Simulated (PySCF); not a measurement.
Gas-phase reaction: 2 SnCl3 + 2 ClO ⇌ 2 SnCl4 + O2

Energies from PySCF, thermal terms from the rigid-rotor harmonic-oscillator model, ideal gas at 1 bar. † marks an energy on the PBE0/def2-TZVP geometry and frequencies; other levels use their own. Open shells (unrestricted): SnCl3 (multiplicity 2), ClO (multiplicity 2, electronic degeneracy 4), O2 (multiplicity 3); the rest are closed-shell singlets. Spin-orbit splitting is ignored; it lowers the true energy and changes the entropy of ClO. B3LYP is the form with VWN-RPA correlation. Sn: scalar-relativistic def2 core potential, no spin-orbit coupling. SnCl3: computed as isolated molecules; such fragments, hydroxides, amides, oligomers or adducts are transient or little studied in the gas. The harmonic model lacks anharmonicity and excited electronic states, which grow with temperature; levels with a mode under 35 cm⁻¹ are left out. Soft modes under 120 cm⁻¹ make the harmonic entropy rough for SnCl3, SnCl4.

| level | ΔE electronic, kJ | ΔH°(298 K), kJ | ΔS°(298 K), J/K | ΔG°(1800 K), kJ |
|---|---|---|---|---|
| B3LYP/def2-TZVP† | -594 | -587 | -215 | -216 |
| BLYP/def2-TZVP† | -543 | -535 | -215 | -165 |
| PBE/def2-SVP | -650 | -642 | -217 | -269 |
| PBE/def2-TZVP† | -589 | -581 | -215 | -211 |
| PBE0/def2-SVP† | -697 | -689 | -215 | -319 |
| PBE0/def2-TZVP | -639 | -631 | -215 | -261 |
| ωB97M-V/def2-TZVP† | -669 | -661 | -215 | -291 |
| ωB97X-V/def2-TZVP† | -690 | -682 | -215 | -312 |
ΔH° is lowest at PBE0/def2-SVP† and highest at BLYP/def2-TZVP†. No reference value is set beside these.
